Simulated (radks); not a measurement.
Valence configurations of the krypton ion Kr+ (all share [Ar]). All-electron calculation, scalar-relativistic Kohn-Sham, BLYP, spin-polarised, spherical densities, point nucleus; open shells are filled with parallel spins first. Program: a radial shooting solver on a logarithmic mesh with Libxc functionals. Energies are relative to 3d10 4s2 4p5; eigenvalues in eV for spin up.

valence,E (eV),moment (Bohr magnetons),e(3d),e(4p),e(4s)
3d10 4s2 4p5,0.000,1,-93.212,-19.756,-34.240
3d10 4s1 4p6,14.494,1,-94.786,-20.428,-35.139
3d9 4s2 4p6,79.401,1,-107.68,-21.282,-36.653

NIST lists [Ar] 3d10 4s2 4p5 as the ground configuration; this level of theory agrees among the configurations tried. The energies are those of spherical high-spin densities, not of single terms.
